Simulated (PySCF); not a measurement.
Compound: C8H6F (doublet state).
Geometry (GFN2-xTB, Å), atoms numbered from 1 in this order:
```
atom  x, y, z in Å
F1     1.2798   -2.2622   -0.8553
C2     0.6223   -1.1032   -0.7180
C3     1.0037    0.0820   -1.2065
C4     0.0377    1.1027   -0.8003
C5    -0.2800    1.3469    0.6977
C6     0.3659    0.5211    1.6923
C7     0.2350   -0.7729    1.5105
C8    -0.5540   -0.9967    0.2002
C9    -1.1134    0.3946   -0.1320
H10    1.8674    0.2766   -1.8135
H11   -0.1081    1.9592   -1.4416
H12   -0.6190    2.3404    0.9457
H13    0.6555   -1.5899    2.0624
H14   -1.2462   -1.8334    0.2199
H15   -2.1509    0.5429   -0.3834
```

The hyperfine couplings belong to this conformer and change with its torsions.

The species is `FC1=C[C@@H]2[C@@H]3[C]=C[C@H]1[C@@H]32` [radical].

Computed, not measured: PySCF, UKS B3LYP, pcH-1 on C F H, non-relativistic, mean-field spin-orbit, GIAO. One conformer (not necessarily the lowest) at the GFN2-xTB geometry, without solvent, vibrations or thermal averaging. The geometry wasn't refined by DFT: couplings that depend on bond lengths, twists or pyramidal angles can differ widely from those at the functional's own minimum. The SCF solution wasn't tested for stability.

Question: Give the principal g shifts and their parts.

Answer: 
```
                    Δg (ppm)     1     2     3
relativistic mass correction  -161  -161  -161
            gauge correction    13    19   -13
   orbital Zeeman/spin–orbit  -499    65   436
                       total  -648   -77   262
```

So g = 2.00167, 2.00224, 2.00258 and g_iso = 2.00217; the tensor is rhombic: the two nearest values differ by 37 % of g3 − g1. Axes: g1 points within 7° of the C7–H13 bond.

Question: What are the electron Larmor frequencies g μB B/h along the three axes at 350 mT?

Answer: 9.8056, 9.8084, 9.8100 GHz for g1, g2 and g3, a range of 4.5 MHz.

Question: What effective moment and Curie constant follow for a powder?

Answer: With the mean of g² = 4.0087 and S(S+1) = 0.75: μ_eff = √(⟨g²⟩S(S+1)) = 1.734 μB and χT = 0.12505·⟨g²⟩·S(S+1) = 0.376 cm³ K/mol (cgs; spin-Hamiltonian part alone).

Question: How much does each term add to the isotropic shift?

Answer: The mass correction -161, the gauge correction 6 and the orbital-Zeeman/spin–orbit term 1 ppm, for a total of -154 ppm. The mass correction is the largest in size. The mass correction is the same along every axis, so the anisotropy comes from the other two: their spans along these axes are 32 (gauge) and 935 ppm (orbital Zeeman/spin–orbit).

Question: In a frozen sample, at which fields do the three g values resonate at 9.5, 34, 94 and 263 GHz (hyperfine left aside), and which band first spreads them over more than twice a line width of 0.5 mT?

Answer: 
| band | GHz | B(g3) mT | B(g2) mT | B(g1) mT | spread mT |
| --- | --- | --- | --- | --- | --- |
| X | 9.5 | 338.94 | 339.00 | 339.09 | 0.15 |
| Q | 34.0 | 1213.05 | 1213.25 | 1213.60 | 0.55 |
| W | 94.0 | 3353.72 | 3354.28 | 3355.24 | 1.52 |
| J | 263.0 | 9383.27 | 9384.85 | 9387.53 | 4.26 |

The spread grows in proportion to the frequency. W band is the first where it exceeds 1.0 mT.

Largest spin populations (Mulliken): C6 (+0.95), C7 (-0.11), C9 (+0.08) and C8 (+0.08). C6 is the only atom above +0.15.

The HOMO–LUMO gaps are 6.02 eV among the α and 3.85 eV among the β orbitals.
